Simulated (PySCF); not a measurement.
Isomers C$_{7}$H$_{8}$Cl$_{2}$:

A. `InChI=1S/C7H8Cl2/c1-4-5(2)6(3)7(8)9/h4,7H,1-3H2`
B. SMILES C=C(C)[C@@]1(Cl)[C@@H]2[C@@H](Cl)[C@@H]21
C. `C=C(Cl)C(=C)C(=C)CCl`

Spectrum 1. 1H NMR (500 MHz, computed): δ 6.13 (br s, 1H), 6.13 (br s, 1H), 5.93 (br s, 1H), 5.79 (br s, 1H), 5.50 (br s, 1H), 5.44 (br s, 1H), 4.36 (s, 2H). 13C{1H} NMR (computed): δ 154.6 (C), 154.6 (C), 153.5 (C), 128.1 (CH2), 126.5 (CH2), 122.6 (CH2), 58.2 (CH2).

Spectrum 2. 1H NMR (500 MHz, computed): δ 6.65 (m, 1H), 6.49 (br s, 1H), 6.12 (s, 1H), 5.94 (br s, 1H), 5.67 (m, 1H), 5.59 (br s, 1H), 5.58 (m, 1H), 5.41 (br s, 1H). 13C{1H} NMR (computed): δ 162.2 (C), 155.6 (C), 144.4 (CH), 132.1 (CH2), 128.1 (CH2), 126.8 (CH2), 83.2 (CH).

Spectrum 3. 1H NMR (500 MHz, computed): δ 5.34 (m, 1H), 5.25 (m, 1H), 3.51 (m, 1H), 2.50 (m, 2H), 2.07 (s, 3H). 13C{1H} NMR (computed): δ 152.3 (C), 121.4 (CH2), 77.6 (C), 51.5 (CH), 25.9 (CH), 23.6 (CH3).

- GFN2-xTB structure
- PBE0/pcSseg-1 with gauge-including orbitals
- run in PySCF
- relativity neglected, no solvent model, one computed conformer, rapidly exchanging positions averaged

δ = σ(ref) − σ, references computed at the same level: 1H (σref 31.72) and 13C (σref 186.93) against TMS. Where no couplings were computed, multiplicities follow the n + 1 count of equivalent neighbours, and m marks all less simple cases (inequivalent or close neighbours, rings, F or P nearby). Shifts are as computed. Against solution values, carbons near 30 ppm lie about +3 ppm off and those near 130 ppm about +5 ppm; carbons on Cl a further +6 ppm. Of 1211 compounds with measured shifts, 218 miss one by over three times the rms of a fit or turn the order of signals round; such compounds aren't used in these exercises. Carbons bonded to Cl come out too deshielded.

Q: Match each spectrum to its structure.

A: 1–C, 2–A, 3–B.

- Spectrum 1 (C): 7 13C signals; δC 154.6 is a fully substituted alkene carbon; δC 154.6 is a fully substituted alkene carbon.
- Spectrum 2 (A): 7 13C signals; δC 162.2 is a fully substituted alkene carbon; δC 155.6 is a fully substituted alkene carbon.
- Spectrum 3 (B): 6 13C signals; δC 152.3 is a fully substituted alkene carbon; δC 121.4 is a terminal =CH2 carbon.
